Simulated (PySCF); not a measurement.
B2Cl4, triplet, geometry from GFN2-xTB (a higher spin typed on purpose: for a closed-shell molecule this is an excited state), with bond 3-2 at 1.3 times its length; DF-B3LYP/def2-SVP (PySCF).

Here is a job for PySCF.
```python
from pyscf import gto, scf, dft

mol = gto.Mole()
mol.atom = '''
    Cl   -1.539468   -1.666781   -0.108212
    B    -0.800127   -0.077470   -0.064743
    Cl   -2.133966    1.766427   -0.193934
    B     0.800127    0.077470    0.064743
    Cl    1.826157   -1.340912    0.164120
    Cl    1.539468    1.666781    0.108212
'''
mol.basis = 'def2-svp'
mol.charge = 0
mol.spin = 2
mol.verbose = 4
mol.build()

mf = dft.UKS(mol)
mf.xc = 'b3lyp'
mf.level_shift = 0.5
mf.max_cycle = 100
mf = mf.density_fit(auxbasis='def2-universal-jkfit')
mf.kernel()
```

**Question.** Write the output that PySCF gives for this input, abridged.

**Answer.** 
```
PySCF version 2.14.0

[INPUT] verbose = 4
[INPUT] num. atoms = 6
[INPUT] num. electrons = 78
[INPUT] charge = 0
[INPUT] spin (= nelec alpha-beta = 2S) = 2
[INPUT] symmetry False subgroup None
[INPUT] Mole.unit = angstrom
[INPUT] Symbol           X                Y                Z      unit          X                Y                Z       unit  Magmom
[...]
nuclear repulsion = 409.3150895519
number of shells = 44
number of NR pGTOs = 192
number of NR cGTOs = 100
basis = def2-svp
ecp = {}

******** <class 'pyscf.df.df_jk.DFUKS'> ********
method = DFUKS
initial guess = minao
damping factor = 0
level_shift factor = 0.5
DIIS = <class 'pyscf.scf.diis.CDIIS'>
diis_start_cycle = 1
diis_space = 8
diis_damp = 0
SCF conv_tol = 1e-09
SCF conv_tol_grad = None
SCF max_cycles = 100
direct_scf = False
number electrons alpha = 40  beta = 38
XC library pyscf.dft.libxc version 7.1.2
    S. Lehtola, C. Steigemann, M. J. T. Oliveira, and M. A. L. Marques,  SoftwareX 7, 1–5 (2018)
XC functionals = b3lyp
    P. J. Stephens, F. J. Devlin, C. F. Chabalowski, and M. J. Frisch,  J. Phys. Chem. 98, 11623 (1994)
radial grids:
    Treutler-Ahlrichs [JCP 102, 346 (1995); DOI:10.1063/1.469408] (M4) radial grids

becke partition: Becke, JCP 88, 2547 (1988); DOI:10.1063/1.454033
pruning grids: <function nwchem_prune>
grids dens level: 3
symmetrized grids: False
atomic radii adjust function: <function treutler_atomic_radii_adjust>
small_rho_cutoff = 0
Set gradient conv threshold to 3.16228e-05
tot grids = 103616
******** <class 'pyscf.df.df.DF'> ********
auxbasis = def2-universal-jkfit
init E= -1890.43281035184

cycle= 1 E= -1889.64091336895  delta_E= 0.792  |g|= 0.59  |ddm|= 1.88
cycle= 2 E= -1889.86232950064  delta_E= -0.221  |g|= 0.326  |ddm|= 1.06
cycle= 3 E= -1889.90756717157  delta_E= -0.0452  |g|= 0.164  |ddm|= 0.236
cycle= 4 E= -1889.92280984332  delta_E= -0.0152  |g|= 0.0749  |ddm|= 0.151
cycle= 5 E= -1889.92701209762  delta_E= -0.0042  |g|= 0.0346  |ddm|= 0.0866
cycle= 6 E= -1889.92845553043  delta_E= -0.00144  |g|= 0.0194  |ddm|= 0.0555
cycle= 7 E= -1889.92922048402  delta_E= -0.000765  |g|= 0.0134  |ddm|= 0.0375
cycle= 8 E= -1889.92972030077  delta_E= -0.0005  |g|= 0.00997  |ddm|= 0.0303
cycle= 9 E= -1889.93005264661  delta_E= -0.000332  |g|= 0.00813  |ddm|= 0.0241
cycle= 10 E= -1889.93029605715  delta_E= -0.000243  |g|= 0.00732  |ddm|= 0.0215
cycle= 11 E= -1889.93047521538  delta_E= -0.000179  |g|= 0.00635  |ddm|= 0.0174
[...]
cycle= 73 E= -1889.93197021735  delta_E= -6.96e-08  |g|= 0.000368  |ddm|= 0.000312
cycle= 74 E= -1889.93197028514  delta_E= -6.78e-08  |g|= 0.000329  |ddm|= 0.000264
cycle= 75 E= -1889.93197031698  delta_E= -3.18e-08  |g|= 0.000366  |ddm|= 0.000358
cycle= 76 E= -1889.93197035152  delta_E= -3.45e-08  |g|= 0.000377  |ddm|= 0.000307
cycle= 77 E= -1889.93197038965  delta_E= -3.81e-08  |g|= 0.000368  |ddm|= 0.000263
cycle= 78 E= -1889.93197042638  delta_E= -3.67e-08  |g|= 0.000354  |ddm|= 0.000243
cycle= 79 E= -1889.93197045947  delta_E= -3.31e-08  |g|= 0.000342  |ddm|= 0.000235
cycle= 80 E= -1889.93197048496  delta_E= -2.55e-08  |g|= 0.000341  |ddm|= 0.000234
cycle= 81 E= -1889.93197051373  delta_E= -2.88e-08  |g|= 0.000324  |ddm|= 0.000204
cycle= 82 E= -1889.93197052321  delta_E= -9.48e-09  |g|= 0.000357  |ddm|= 0.000313
cycle= 83 E= -1889.93197053203  delta_E= -8.82e-09  |g|= 0.000379  |ddm|= 0.00027
cycle= 84 E= -1889.93197053689  delta_E= -4.86e-09  |g|= 0.000403  |ddm|= 0.000267
cycle= 85 E= -1889.93197055625  delta_E= -1.94e-08  |g|= 0.00039  |ddm|= 0.000209
cycle= 86 E= -1889.9319705933  delta_E= -3.71e-08  |g|= 0.000339  |ddm|= 0.000169
cycle= 87 E= -1889.93197063953  delta_E= -4.62e-08  |g|= 0.000253  |ddm|= 0.000188
cycle= 88 E= -1889.9319706631  delta_E= -2.36e-08  |g|= 0.000215  |ddm|= 0.000146
cycle= 89 E= -1889.93197067452  delta_E= -1.14e-08  |g|= 0.000212  |ddm|= 0.000157
cycle= 90 E= -1889.93197068007  delta_E= -5.55e-09  |g|= 0.000224  |ddm|= 0.000166
cycle= 91 E= -1889.93197069463  delta_E= -1.46e-08  |g|= 0.000197  |ddm|= 0.000123
cycle= 92 E= -1889.93197069686  delta_E= -2.23e-09  |g|= 0.000215  |ddm|= 0.000164
cycle= 93 E= -1889.93197072005  delta_E= -2.32e-08  |g|= 0.000137  |ddm|= 0.000152
cycle= 94 E= -1889.93197072721  delta_E= -7.16e-09  |g|= 0.000128  |ddm|= 0.00011
cycle= 95 E= -1889.93197073491  delta_E= -7.7e-09  |g|= 0.000108  |ddm|= 9.19e-05
cycle= 96 E= -1889.93197074053  delta_E= -5.62e-09  |g|= 9.38e-05  |ddm|= 8.54e-05
cycle= 97 E= -1889.93197074487  delta_E= -4.34e-09  |g|= 8.39e-05  |ddm|= 7.85e-05
cycle= 98 E= -1889.93197074837  delta_E= -3.49e-09  |g|= 7.75e-05  |ddm|= 7.47e-05
cycle= 99 E= -1889.93197075167  delta_E= -3.31e-09  |g|= 6.82e-05  |ddm|= 6.65e-05
cycle= 100 E= -1889.93197075359  delta_E= -1.92e-09  |g|= 7.3e-05  |ddm|= 8.03e-05
SCF not converged.
SCF energy = -1889.93197075359 after 100 cycles  <S^2> = 2.0056776  2S+1 = 3.0037827
```

The run did not converge; its last values are not results.
